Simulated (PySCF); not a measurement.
# One molecule, several mistakes: BCClGeH5

All numbers below are calculated, not measured. They come from PySCF 2.14.0, an open-source quantum chemistry program, on an isolated molecule that a program drew, which may never have been made. The molecule is BCClGeH5 (charge 0, doublet), drawn as the SMILES string `[CH2][B](Cl)[GeH3]`.

Each row is a Hartree-Fock (HF) and frozen-core CCSD(T) single point in the cc-pV(D+d)Z basis, meant for a local HF minimum. Run 1 is clean. Each other run has one planted mistake out of seven kinds, and not every kind appears here: one electron removed, one electron added, multiplicity raised by two, geometry at a saddle point, minimal basis STO-3G, one bond length entered in bohr, all coordinates scaled. The reference is restricted for singlets and unrestricted otherwise, and also for a bond in bohr. Adding or removing an electron swaps singlet and doublet. Electrons count all cores. HOMO and LUMO are orbital energies over both spins, the gradient is its largest component, and the lowest frequency (negative if imaginary) is given only where the gradient is small. Bond lengths are over the 8 bonds as drawn. T1 is the CCSD diagnostic: over 0.02 (restricted) or 0.045 (unrestricted) a single reference is doubtful. Germanium has the cc-pVDZ-PP basis, with a core potential (ECP10MDF) in place of its 10 inner electrons, and its 3s, 3p and 3d shells are frozen in CCSD(T).

Geometry of the clean run:
```xyz
9
BCClGeH5, angstrom
C     0.9711   -0.6677   -0.1357
B     1.2542    0.8387   -0.1071
Cl    2.7530    1.4213   -0.8780
Ge    0.0015    2.2634    0.7757
H     0.0804   -1.0966    0.3121
H     1.6456   -1.3781   -0.6040
H    -0.4628    3.2865   -0.2685
H     0.7481    3.0185    1.8826
H    -1.2443    1.6122    1.3960
```

```
run  electrons  basis functions  <S^2>  HOMO (eV)  LUMO (eV)  gradient (hartree/bohr)  lowest frequency (cm^-1)  mean bond (Å)  longest bond (Å)      T1  HF (hartree)  CCSD(T) (hartree)                 mistake
  1         65               99  0.758     -10.64       0.47                  5.4e-06                        53         1.5230             2.092  0.0149    -818.34735         -818.85192                no fault
  2         66               99  0.000      -2.20       8.58                  8.4e-02                         -         1.5230             2.092  0.0130    -818.36887         -818.92075      one electron added
  3         65               99  0.759     -10.66       0.44                  2.4e-02                         -         1.5824             2.174  0.0155    -818.33599         -818.84415  all coordinates scaled
  4         65               99  3.772      -5.70      -1.96                  5.3e-02                         -         1.5230             2.092  0.0276    -818.16783         -818.66543                       ?
```

**Which mistake was planted in run 4, and what did it cost?**

Electrons, basis and geometry are unchanged, and <S^2> is 3.772, beside S(S+1) = 3.75 for a multiplicity of 4. So the mistake is: multiplicity raised by two. Subtracting run 1 and multiplying by 627.51 kcal/mol a hartree, the energy moved by 112.7 kcal/mol in HF and 117.0 kcal/mol in CCSD(T).

